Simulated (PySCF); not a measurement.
(H3Sn)2Se.
Structure used (PBE0-D3(BJ)/def2-SVP), in Å, numbered top down from 1:
```
atom  x, y, z in Å
Sn1   -0.9104    0.2694   -1.6328
H2     0.6221    0.3522   -2.3942
H3    -2.1200   -0.2496   -2.7217
H4    -1.3002    1.7854   -0.9354
Se5   -0.8607   -1.5058    0.1845
Sn6    0.8940   -0.3567    1.6320
H7     0.2829    1.1385    2.2054
H8     2.3109   -0.0803    0.7061
H9     1.2142   -1.4226    2.9305
```

Theory: PBE0-D3(BJ)/def2-SVP geometry optimisation, gas phase, def2 core potentials past Kr in PySCF.

Problem. Which atoms are bound to Sn1, and at what distances?

Solution. 4 atoms: H3 1.708 Å, H2 1.713 Å, H4 1.714 Å, Se5 2.541 Å. The nearest atom not counted as bound is Sn6, at 3.78 Å.

Problem. List the angles at Sn1.

Solution. 
| angle | degrees | distance of the outer atoms (Å) |
| --- | --- | --- |
| H3–Sn1–H4 | 111.5 | 2.83 |
| H2–Sn1–H3 | 111.4 | 2.83 |
| H2–Sn1–H4 | 110.0 | 2.81 |
| H2–Sn1–Se5 | 109.5 | 3.51 |
| H4–Sn1–Se5 | 109.4 | 3.50 |
| H3–Sn1–Se5 | 104.9 | 3.41 |

Problem. What is the shape at Sn1?

Solution. Distorted tetrahedral: angles from 104.9° to 111.5°; τ4 = (360° − α − β)/141° = 0.97 with α and β the two widest (0 for a square, 1 for a tetrahedron).

Problem. Give some angles away from the centre.

Solution. Sn1–Se5–Sn6 96.0°.

Problem. What are the rotational constants (commonest isotopes, rigid rotor)?

Solution. A = 2659, B = 561.0, C = 470.1 MHz: a near-prolate asymmetric top.

Point group: near C2v, missed by 0.20 Å at most; the miss may be what the optimiser left on a soft mode (C2 holds within 0.08 Å). Charge 0, singlet. Not checked by PBE0-D3(BJ)/def2-SVP frequencies.
